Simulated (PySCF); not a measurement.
# Radial density of Ge+ (germanium, charge +1)

PBE, [Ar] 3d10 4s2 4p1, 2P determinant. All numbers are calculated (PySCF 2.14, scalar relativity by spin-free X2C-1e, in x2c-TZVPall (6s5p4d1f, 48 functions)).

| r (bohr) | 4πr²ρ (e/bohr) | 4πr²(ρα − ρβ) |
| --- | --- | --- |
| 0.000739 | 0.2483 | 0.0000 |
| 0.00124 | 0.6163 | 0.0000 |
| 0.00209 | 1.521 | 0.0000 |
| 0.00352 | 3.643 | 0.0000 |
| 0.00591 | 8.223 | -0.0001 |
| 0.00995 | 16.84 | -0.0001 |
| 0.0167 | 29.32 | 0.0001 |
| 0.0281 | 38.89 | 0.0017 |
| 0.0473 | 35.81 | 0.0084 |
| 0.0796 | 32.40 | 0.0222 |
| 0.134 | 45.01 | 0.0216 |
| 0.225 | 33.04 | -0.0080 |
| 0.379 | 24.09 | 0.0378 |
| 0.637 | 25.83 | 0.0169 |
| 1.07 | 7.688 | 0.0694 |
| 1.80 | 2.248 | 0.4319 |
| 3.03 | 0.6266 | 0.2866 |
| 5.10 | 0.04454 | 0.0341 |
| 8.58 | 0.0001832 | 0.0002 |

Densities and radii are taken from the X2C orbitals without a picture-change correction, which distorts them close to the nucleus.

(1) Where is the radial spin density 4πr²(ρα − ρβ) most negative, and why is it negative at all?

## Answers

(1) Around r = 0.225 bohr, down to -0.0080 e/bohr: exchange with the open shell polarises the paired shells in an unrestricted calculation.
